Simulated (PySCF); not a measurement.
## Excitation energy of Ir by level of theory

Ir [Xe] 4f14 5d7 6s2 (4F) → Ir [Xe] 4f14 5d8 6s1 (4F), as a difference of total energies. All numbers are calculated (PySCF 2.14, scalar relativity through the core potential, in def2-TZVPPD with the def2 core potential (60 electrons) (6s5p3d2f1g, 59 functions)). Correlated levels: valence: 5s2 5p6 frozen. The calculations carry no spin-orbit coupling.

```json
{"method": "UHF", "excitation energy (cm⁻¹)": "1449.4"}
{"method": "MP2 (valence)", "excitation energy (cm⁻¹)": "-628.04"}
{"method": "SCS-MP2 (valence)", "excitation energy (cm⁻¹)": "-149.42"}
{"method": "CCSD (valence)", "excitation energy (cm⁻¹)": "475.98"}
{"method": "CCSD(T) (valence)", "excitation energy (cm⁻¹)": "407.27"}
```

Errors of the correlated levels include the incompleteness of this basis and the frozen core.

For comparison: 1111.6 cm⁻¹ (measured; NIST levels, between the centres of gravity of the two terms).
